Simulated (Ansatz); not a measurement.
Steps of a relaxation of AlBH8OSi2, SMILES `[BH2][Al]([SiH3])[O][SiH3]` with RKS PBE-D4/def2-SVP.

```sh
$ ansatz run in.yaml --threads 4 --pin off --events-out ev --progress --plain --max-ram 10444MiB
```

```yaml
crystal:
  periodic: [false, false, false]
  atoms:
    - {symbol: B, position_ang: [-2.072000, 0.998500, 0.644100]}
    - {symbol: Al, position_ang: [-0.488900, -0.208400, 0.477000]}
    - {symbol: Si, position_ang: [-0.580800, -2.053400, -0.997300]}
    - {symbol: O, position_ang: [1.110700, 0.157800, 1.440900]}
    - {symbol: Si, position_ang: [1.999800, 1.145700, 0.417700]}
    - {symbol: H, position_ang: [-2.079900, 1.997400, 1.347200]}
    - {symbol: H, position_ang: [-3.064900, 0.826000, 0.001300]}
    - {symbol: H, position_ang: [-0.755900, -1.566000, -2.360800]}
    - {symbol: H, position_ang: [-1.623200, -2.948900, -0.531900]}
    - {symbol: H, position_ang: [0.743800, -2.758000, -0.906300]}
    - {symbol: H, position_ang: [2.327700, 0.450500, -0.792000]}
    - {symbol: H, position_ang: [3.265700, 1.490400, 1.154700]}
    - {symbol: H, position_ang: [1.238400, 2.433800, 0.120300]}
basis:
  gaussian: {orbitals: def2-SVP}
hamiltonian: {xc: pbe, dispersion: d4}
relax: {f_tol: 0.03, max_steps: 200}
```

Positions (Å) and forces (eV/Å) along the path, 10 of 22 steps:

```xyz
13
step=1 energy=-25180.6549 eV
B    -2.072    0.999    0.644   -0.948    1.612    0.638
Al   -0.489   -0.208    0.477    2.668   -0.402    1.458
Si   -0.581   -2.053   -0.997    1.421   -0.087    0.424
O     1.111    0.158    1.441   -2.072   -0.408   -1.444
Si    2.000    1.146    0.418    0.245    0.792    1.954
H    -2.080    1.997    1.347   -0.100   -0.044   -0.016
H    -3.065    0.826    0.001   -0.505   -0.106   -0.282
H    -0.756   -1.566   -2.361   -0.301    0.137   -0.896
H    -1.623   -2.949   -0.532   -0.866   -0.709    0.088
H     0.744   -2.758   -0.906    0.013   -0.227   -0.161
H     2.328    0.451   -0.792    0.296   -0.572   -1.419
H     3.266    1.490    1.155    0.067    0.157   -0.181
H     1.238    2.434    0.120    0.081   -0.144   -0.163
13
step=2 energy=-25181.2098 eV
B    -2.146    1.135    0.701   -0.484    0.385    0.222
Al   -0.541   -0.192    0.502    1.623   -0.204    0.736
Si   -0.481   -2.126   -0.989    0.316   -0.011    0.203
O     1.037    0.150    1.382   -0.994    0.066   -1.032
Si    2.042    1.148    0.463   -0.204    0.172    0.535
H    -2.169    2.114    1.425    0.053   -0.008   -0.011
H    -3.162    0.930    0.072   -0.150    0.027   -0.108
H    -0.740   -1.665   -2.388   -0.082    0.047   -0.274
H    -1.594   -3.042   -0.602   -0.248   -0.250   -0.008
H     0.803   -2.923   -0.992   -0.061    0.063    0.021
H     2.364    0.500   -0.835    0.203   -0.218   -0.365
H     3.310    1.512    1.185   -0.062   -0.050    0.018
H     1.296    2.421    0.090    0.090   -0.019    0.064
13
step=3 energy=-25181.3589 eV
B    -2.193    1.130    0.742   -0.026    0.005   -0.190
Al   -0.508   -0.208    0.511   -0.188   -0.162    0.183
Si   -0.505   -2.179   -0.979   -0.167   -0.077   -0.034
O     1.006    0.197    1.307    0.182    0.301   -0.507
Si    2.078    1.200    0.465   -0.070   -0.064   -0.023
H    -2.178    2.119    1.451   -0.001   -0.022    0.082
H    -3.208    0.969    0.075    0.054   -0.003    0.094
H    -0.788   -1.730   -2.402    0.085    0.015    0.071
H    -1.640   -3.143   -0.669    0.132    0.094    0.049
H     0.783   -2.963   -0.981   -0.012    0.005   -0.017
H     2.474    0.550   -0.851   -0.004    0.048    0.156
H     3.321    1.527    1.240   -0.054   -0.087    0.098
H     1.376    2.497    0.106    0.067   -0.053    0.038
13
step=5 energy=-25181.5102 eV
B    -2.285    1.099    0.786    0.078   -0.024    0.029
Al   -0.651   -0.295    0.506    0.328    0.276   -0.016
Si   -0.590   -2.287   -0.926   -0.095   -0.139    0.060
O     0.953    0.278    0.929    0.011    0.278   -0.359
Si    2.175    1.304    0.378   -0.067   -0.359    0.294
H    -2.225    2.000    1.611   -0.081   -0.114   -0.026
H    -3.269    1.081    0.058    0.058    0.028    0.071
H    -0.764   -1.742   -2.331   -0.019   -0.064    0.024
H    -1.691   -3.301   -0.694    0.027    0.085   -0.047
H     0.718   -3.033   -0.898    0.030    0.014    0.009
H     2.783    0.757   -0.902   -0.028    0.048    0.182
H     3.259    1.439    1.444   -0.279   -0.032   -0.275
H     1.607    2.665    0.053    0.038    0.003    0.054
13
step=6 energy=-25181.5833 eV
B    -2.277    1.077    0.811   -0.135    0.041    0.000
Al   -0.670   -0.287    0.413    0.118    0.356    0.111
Si   -0.613   -2.319   -0.916   -0.038   -0.290   -0.160
O     0.910    0.353    0.749    0.080    0.099   -0.151
Si    2.197    1.344    0.354    0.054   -0.070    0.122
H    -2.289    1.876    1.732    0.056   -0.098    0.089
H    -3.240    1.181    0.068    0.022   -0.034   -0.062
H    -0.757   -1.855   -2.356    0.009   -0.033    0.054
H    -1.730   -3.308   -0.681   -0.014    0.035    0.014
H     0.688   -3.079   -0.829    0.000    0.032    0.016
H     2.898    0.838   -0.884   -0.015   -0.004    0.055
H     3.194    1.401    1.492   -0.143   -0.036   -0.112
H     1.710    2.742    0.062    0.008    0.002    0.024
13
step=8 energy=-25181.6642 eV
B    -2.335    1.048    0.827   -0.139    0.385    0.299
Al   -0.680   -0.200    0.296    0.015    0.010   -0.015
Si   -0.647   -2.346   -0.910    0.044   -0.135   -0.149
O     0.897    0.471    0.527   -0.015    0.085   -0.087
Si    2.259    1.407    0.312    0.023   -0.015    0.083
H    -2.430    1.587    1.949   -0.031   -0.328   -0.487
H    -3.216    1.358    0.020    0.204   -0.082    0.210
H    -0.749   -2.028   -2.395    0.004   -0.008    0.114
H    -1.774   -3.306   -0.617   -0.053    0.052    0.043
H     0.637   -3.123   -0.732   -0.014    0.069    0.024
H     3.050    0.923   -0.876   -0.008    0.009    0.004
H     3.134    1.326    1.539   -0.056    0.011   -0.056
H     1.875    2.849    0.074    0.026   -0.053    0.017
13
step=10 energy=-25181.7265 eV
B    -2.333    1.005    0.824   -0.060   -0.009   -0.006
Al   -0.648   -0.142    0.170   -0.124    0.068    0.115
Si   -0.687   -2.365   -0.911    0.051    0.053   -0.009
O     0.897    0.603    0.368   -0.021   -0.027   -0.081
Si    2.313    1.470    0.292    0.071   -0.007    0.005
H    -2.571    1.230    2.007    0.017   -0.059   -0.135
H    -3.151    1.475    0.039    0.106   -0.019    0.092
H    -0.770   -2.158   -2.408   -0.002   -0.025    0.001
H    -1.870   -3.222   -0.526    0.001    0.031    0.018
H     0.568   -3.158   -0.642   -0.005   -0.012    0.000
H     3.163    0.991   -0.857   -0.009    0.010    0.016
H     3.091    1.303    1.572   -0.031    0.002   -0.024
H     2.019    2.935    0.087    0.007   -0.005    0.007
13
step=12 energy=-25181.7436 eV
B    -2.363    0.944    0.831   -0.138    0.082   -0.042
Al   -0.640   -0.078    0.118    0.037    0.030    0.099
Si   -0.680   -2.323   -0.882   -0.072   -0.169   -0.093
O     0.898    0.691    0.224    0.118    0.085   -0.016
Si    2.355    1.499    0.258   -0.070   -0.046   -0.001
H    -2.720    0.920    2.005    0.027    0.010   -0.158
H    -3.104    1.564    0.068    0.105   -0.086    0.171
H    -0.767   -2.218   -2.390    0.025    0.006    0.026
H    -1.908   -3.097   -0.455    0.003    0.026    0.008
H     0.512   -3.198   -0.565    0.009    0.078    0.009
H     3.252    1.023   -0.857   -0.020   -0.007    0.006
H     3.051    1.256    1.572   -0.027    0.006   -0.019
H     2.135    2.981    0.089    0.003   -0.015    0.011
13
step=17 energy=-25181.7521 eV
B    -2.420    0.951    0.865   -0.023    0.004    0.005
Al   -0.692   -0.036    0.128    0.014    0.001   -0.009
Si   -0.647   -2.289   -0.881    0.013   -0.032   -0.017
O     0.822    0.785    0.207   -0.008    0.001    0.010
Si    2.343    1.457    0.218    0.015    0.022   -0.021
H    -2.820    0.814    2.010    0.003    0.002    0.010
H    -3.123    1.662    0.165   -0.001   -0.001   -0.005
H    -0.616   -2.205   -2.391    0.001    0.004    0.016
H    -1.858   -3.114   -0.516    0.001    0.011    0.000
H     0.575   -3.070   -0.457   -0.012    0.010   -0.004
H     3.185    0.882   -0.893   -0.010    0.007    0.014
H     3.019    1.178    1.534    0.002    0.001    0.001
H     2.252    2.950    0.027    0.002   -0.030    0.002
13
step=22 energy=-25181.7539 eV
B    -2.467    0.937    0.896    0.005   -0.017   -0.001
Al   -0.714   -0.005    0.152    0.000    0.002    0.002
Si   -0.608   -2.247   -0.884    0.001    0.006    0.005
O     0.776    0.857    0.256    0.011    0.003   -0.001
Si    2.339    1.427    0.197    0.000   -0.004   -0.001
H    -2.839    0.814    2.051   -0.003    0.000    0.009
H    -3.207    1.603    0.191   -0.006    0.010   -0.008
H    -0.479   -2.139   -2.386   -0.001   -0.001   -0.001
H    -1.843   -3.069   -0.606    0.000    0.000   -0.004
H     0.582   -3.038   -0.394    0.000    0.001    0.001
H     3.117    0.742   -0.898   -0.004    0.002    0.004
H     3.029    1.173    1.511   -0.003    0.003   -0.004
H     2.336    2.908   -0.072    0.001   -0.006   -0.001
```

It took 34 s on 4 threads of an Arm Neoverse V1 on a shared host, with 0.17 GiB of host memory at the peak.
